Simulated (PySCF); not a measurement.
Working out the ionisation energy of As

As [Ar] 3d10 4s2 4p3 (4S) → As⁺ [Ar] 3d10 4s2 4p2 (3P). All numbers are calculated (PySCF 2.14, the spin-free X2C one-electron Hamiltonian (Gaussian nucleus), in aug-cc-pVTZ-DK (7s6p4d2f, 59 functions)). Frozen: [Ar] 3d10. Energies in hartree (1 hartree = 27.21139 eV):

```
             part    As (lower)   As⁺ (upper)
              UHF  -2259.014424  -2258.668528
MP2 opposite-spin     -0.052312     -0.044882
    MP2 same-spin     -0.019494     -0.009008
```

What does Hartree-Fock give?

(-2258.668528) − (-2259.014424) = 0.345896 hartree = 9.412 eV.

What do MP2 and SCS-MP2 (6/5 opposite-spin, 1/3 same-spin) give?

The opposite-spin parts differ by 0.202 eV and the same-spin parts by 0.285 eV. MP2: 9.412 + (0.202) + (0.285) = 9.899 eV. SCS-MP2: 9.412 + 1.2 × (0.202) + (0.285)/3 = 9.749 eV.

Measured between the centres of the two terms (NIST): 10.008 eV, so MP2 (valence) is off by -0.109 eV.

What remains against the reference includes basis incompleteness, the frozen core and correlation beyond second order.
